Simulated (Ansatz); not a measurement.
The same path of CH₉BOSi₂ (14 atoms, charge 0, multiplicity 1) was run twice with different band settings. The coordinate that changes most is the dihedral B2–C4–Si5–H14.

Level of theory: RHF/6-31G (Ansatz 0.2.0).

Relaxed end points:

```xyz
14
Properties=species:S:1:pos:R:3
O -1.269 0.072 1.641
B -0.475 -0.415 0.626
Si 1.050 -1.640 1.265
C -0.733 -0.017 -0.872
Si 0.142 1.642 -1.352
H -2.015 0.638 1.479
H 1.846 -1.004 2.361
H 1.998 -1.990 0.156
H 0.492 -2.927 1.794
H -0.361 -0.773 -1.556
H -1.795 0.118 -1.080
H 1.596 1.592 -1.020
H -0.475 2.777 -0.599
H -0.014 1.897 -2.813
```

```xyz
14
Properties=species:S:1:pos:R:3
O -0.481 -0.072 2.008
B -0.246 -0.465 0.708
Si 1.157 -1.958 0.516
C -0.995 0.216 -0.495
Si -0.126 1.844 -1.076
H -1.119 0.596 2.232
H 2.383 -1.675 1.324
H 1.581 -2.154 -0.909
H 0.586 -3.260 0.991
H -1.042 -0.439 -1.360
H -2.019 0.485 -0.234
H -0.235 2.886 -0.009
H -0.779 2.359 -2.313
H 1.321 1.608 -1.354
```

Common settings: movable images 7; climbing image yes; spring 5.0 eV/Å²; optimiser quadratic models (default); start path IDPP; end points relaxed.

| run | force threshold | iteration limit |
| --- | --- | --- |
| 1 | 0.05 eV/Å | 39 |
| 2 | 0.2 eV/Å | 52 |

Task: What does each run give, and how far can it be trusted?

Result: Run 1: converged after 10 iterations, highest image 0.045 eV above the first end. A vibrational analysis at the climbing image gives one clearly imaginary mode, 100i cm⁻¹: a first-order saddle point.
Run 2: converged after 3 iterations, highest image 0.052 eV above the first end. The threshold of 0.2 eV/Å is loose, so the images may lie well off the minimum-energy path. The order of the stationary point at the top wasn't checked.
Limits of this set-up: no polarisation functions.
